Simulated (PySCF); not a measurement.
## Electronic absorption of C4H6F4O

Species: C4H6F4O.
Bonds: F1–C2, C2–C3, C3–C4, C4–O5, O5–C6, C6–F7, C6–F8, C6–F9. Hydrogens: H10, H11 on C2; H12, H13 on C3; H14, H15 on C4.

Theory: TDDFT PBE0/def2-SVPD, vertical, gas phase, core orbitals frozen in the response (PySCF 2.14.0, density-fitted response routines). One conformer (not necessarily the lowest) at the GFN2-xTB geometry, without solvent, vibrations or thermal averaging. Torsions of this conformer, `[F:1][CH2:2][CH2:3][CH2:4][O:5][C:6]([F:7])([F:8])[F:9]`: F1–C2–C3–C4 68°, C2–C3–C4–O5 68°, C3–C4–O5–C6 176°, C4–O5–C6–F7 59°.

| state | E (eV) | E (kJ/mol) | λ (nm) | f | \|μ\| (D) | main configurations (H = HOMO, L = LUMO) |
| --- | --- | --- | --- | --- | --- | --- |
| S1 | 8.89 | 858 | 139.4 | 0.0016 | 0.22 | H→L (96%) |
| S2 | 9.19 | 886 | 135.0 | 0.021 | 0.77 | H-1→L (88%) |
| S3 | 9.38 | 905 | 132.1 | 0.0032 | 0.30 | H→L+1 (71%), H-2→L (17%) |
| S4 | 9.47 | 913 | 131.0 | 0.0038 | 0.32 | H-2→L (46%), H→L+2 (40%) |
| S5 | 9.63 | 929 | 128.7 | 0.023 | 0.79 | H→L+2 (42%), H→L+3 (20%), H→L+1 (15%) |
| S6 | 9.80 | 945 | 126.5 | 0.014 | 0.61 | H-1→L+1 (48%), H-1→L+2 (25%), H-1→L+3 (12%) |

Triplets, Tamm–Dancoff:

| state | E (eV) | λ (nm) | main configurations (H = HOMO, L = LUMO) |
| --- | --- | --- | --- |
| T1 | 8.69 | 142.6 | H→L (90%) |
| T2 | 8.89 | 139.5 | H-1→L (74%) |

The lowest singlet lies at 8.89 eV (139 nm, vacuum ultraviolet) and is very weak; its leading configuration is HOMO→LUMO (96%). The most intense listed level is S5 at 9.63 eV (129 nm, f = 0.023), 0.74 eV above S1. Löwdin shares by element: HOMO oxygen 31%, carbon 22% or more, fluorine 12% or more (atoms not listed hold the other 35%); LUMO carbon 41% or more, hydrogen 8% or more (atoms not listed hold the other 50%). Weighted by f, the mean energy of these states is 9.49 eV. Orbital energies (eV): HOMO-3 -11.00, HOMO-2 -10.17, HOMO-1 -9.88, HOMO -9.53, LUMO 0.55, LUMO+1 1.11, LUMO+2 1.17. The listed states span 0.90 eV, and the widest gap between neighbours is 0.29 eV (S1 to S2). The window holds the lowest 6 singlets.

Time: 54 s; peak memory 0.99 GiB. Hardware: one thread, Arm Neoverse V1 (aarch64), no GPU, shared host.
